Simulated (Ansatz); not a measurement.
Two members of one family (GaN nanocrystals, H-capped) that differ in charge, which shifts all levels, computed with Ansatz in the gas phase. The two geometries come from different levels. A negative affinity means that the extra electron isn't bound at that geometry and level; within about 0.2 eV of zero the sign isn't settled. Sets without diffuse functions give affinities that are too small. A dash marks a value that wasn't run or was left out as unsound. The structures are stationary points that may keep the symmetry of their start. Remarks come from the PBE and PBE0 runs and from stability tests at other levels; not every state was tested. A HOMO above zero means that the electron is unbound at that level and held by the basis, or that self-interaction error raises the level; the energy of removing that electron tells which. HOMO above LUMO (over both spins in singlets and doublets, within one spin in higher multiplets; at PBE or PBE0), or a gap under 0.15 eV within one spin, warns that the state may not be the lowest or that an electron is smeared out.

First: Ga6N7H24⁺, cut from zinc blende, disc (singlet, charge 1, PBE-D4/def2-SVP geometry).

```xyz
37

Ga    3.2925    2.1078    0.1425
Ga   -0.1454   -3.8566   -0.6434
Ga    1.5578   -0.8398   -0.4414
Ga   -1.5705    0.9135   -0.0469
Ga    0.1512    3.8701    0.5987
Ga   -3.2984   -2.1002   -0.2393
N     2.3684    0.3895    0.8826
N     1.7649    3.2894   -0.4939
N     0.7657   -2.3803    0.5172
N    -1.8458   -2.9926   -1.3486
N    -0.6990    2.0910    1.2845
N    -2.2966   -0.6668    0.8996
N    -0.0404    0.1764   -1.1286
H     3.8878    2.8080    1.4163
H     4.0225    1.5625   -1.1432
H    -0.6038   -4.9409    0.3985
H     0.8487   -3.9826   -1.8589
H     2.5411   -1.2590   -1.5765
H    -2.6285    1.6498   -0.9257
H     0.7207    4.5509    1.8949
H    -0.9368    4.3849   -0.4165
H    -3.7668   -3.1709    0.8113
H    -4.1490   -1.2085   -1.2194
H     3.1814   -0.1042    1.2872
H     1.7884    0.6085    1.7046
H     2.2564    4.1953   -0.6038
H     1.4986    3.0677   -1.4658
H     1.5540   -2.9161    0.9191
H     0.1898   -2.1496    1.3389
H    -1.6667   -2.4706   -2.2204
H    -2.3549   -3.8265   -1.6947
H    -0.0741    1.6191    1.9537
H    -1.4537    2.4648    1.8851
H    -1.6601   -1.1132    1.5734
H    -3.0717   -0.3245    1.4919
H     0.3361    0.9692   -1.6724
H    -0.4637   -0.4155   -1.8602
```

```json
{"level": "PBE-D4/def2-SVP", "HOMO (eV)": "-9.76", "LUMO (eV)": "-4.83", "gap (eV)": "4.93", "vertical EA (eV)": "–"}
{"level": "PBE-D4/def2-TZVP", "HOMO (eV)": "-9.81", "LUMO (eV)": "-5.08", "gap (eV)": "4.73", "vertical EA (eV)": "3.45"}
{"level": "r2SCAN-D4/def2-TZVP", "HOMO (eV)": "-10.13", "LUMO (eV)": "-4.72", "gap (eV)": "5.41", "vertical EA (eV)": "–"}
{"level": "PBE0-D4/def2-SVP", "HOMO (eV)": "-11.03", "LUMO (eV)": "-3.96", "gap (eV)": "7.07", "vertical EA (eV)": "–"}
{"level": "PBE0-D4/def2-TZVP", "HOMO (eV)": "-11.05", "LUMO (eV)": "-4.24", "gap (eV)": "6.81", "vertical EA (eV)": "3.17"}
```

Remarks: gap within one spin near zero at PBE or PBE0 (neutral doublet).

Second: Ga8N8H22, cut from wurtzite (singlet, charge 0, r2SCAN-D4/def2-SVP geometry).

Cartesian coordinates in Å:
```
Ga -0.799 2.307 -2.817
N -0.328 0.449 -3.479
N -0.397 2.050 -0.878
Ga -1.586 0.704 -0.076
Ga 0.419 -0.880 -2.189
N -0.953 -1.024 -0.799
N -1.156 0.636 1.841
Ga -2.368 -0.620 2.812
Ga -0.346 -2.307 0.553
N -1.828 -2.343 1.890
Ga 1.519 1.808 -0.633
N 1.889 0.003 -1.274
N 1.740 1.666 1.351
Ga 0.693 0.268 2.329
Ga 2.687 -1.196 0.128
N 1.142 -1.387 1.400
H -2.344 2.482 -3.029
H 0.278 3.263 -3.447
H -1.159 0.039 -3.915
H 0.334 0.548 -4.254
H -0.656 2.950 -0.455
H -3.103 0.949 -0.372
H 0.757 -2.209 -2.942
H -1.767 -1.456 -1.251
H -1.404 1.557 2.224
H -3.860 -0.343 2.414
H -1.879 -0.767 4.299
H -0.074 -3.756 0.031
H -2.656 -2.744 1.440
H -1.587 -3.027 2.615
H 2.456 2.927 -1.193
H 2.655 0.089 -1.952
H 1.569 2.580 1.779
H 2.733 1.477 1.531
H 1.050 0.304 3.851
H 2.991 -2.596 -0.515
H 3.819 -0.376 0.871
H 1.520 -2.024 2.111
```

Q: Estimate how these quantities change from the first to the second (second minus first).

A: 
```tsv
level	Δ HOMO (eV)	Δ LUMO (eV)	Δ gap (eV)	Δ vertical EA (eV)
PBE-D4/def2-SVP	3.52	4.03	0.50	–
PBE-D4/def2-TZVP	3.49	3.96	0.48	-3.68
r2SCAN-D4/def2-TZVP	3.52	4.04	0.52	–
PBE0-D4/def2-SVP	3.55	3.98	0.43	–
PBE0-D4/def2-TZVP	3.52	3.91	0.39	-3.77
```

Remarks: HOMO above zero (-1 doublet).
